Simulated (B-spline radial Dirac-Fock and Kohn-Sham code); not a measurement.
# EELS cross sections of the Sb N4 edge

System: atomic antimony in the configuration [Kr] 4d10 5s2 5p3. Method: the first Born approximation with generalised oscillator strengths from a Dirac-Hartree-Slater potential (longitudinal and transverse terms; continuum final states only, so no white lines or fine structure). Computed with a radial finite-basis atomic code. The edge is taken at 41.08 eV (orbital energy of the model).

Edge shape dσ/dE in barn per eV:

| E − edge (eV) | 120 kV, 20 mrad | 120 kV, 100 mrad | 200 kV, 100 mrad |
| --- | --- | --- | --- |
| 1 | 1850 | 1890 | 1410 |
| 3 | 2130 | 2180 | 1620 |
| 6 | 3140 | 3200 | 2390 |
| 10 | 6300 | 6370 | 4800 |
| 15 | 12800 | 12900 | 9740 |
| 20 | 15800 | 16000 | 12000 |
| 30 | 9470 | 9710 | 7310 |
| 40 | 4120 | 4330 | 3240 |
| 50 | 1770 | 1930 | 1440 |
| 65 | 601 | 728 | 535 |
| 80 | 279 | 387 | 280 |
| 100 | 158 | 253 | 182 |
| 125 | 115 | 200 | 145 |
| 150 | 94.4 | 170 | 124 |
| 200 | 64.0 | 123 | 90.3 |
| 250 | 43.3 | 88.4 | 65.2 |
| 300 | 29.8 | 64.4 | 47.6 |

For the first setting the maximum lies 20 eV above the edge. The intensity 300 eV above the edge is 0.19 % of the maximum.
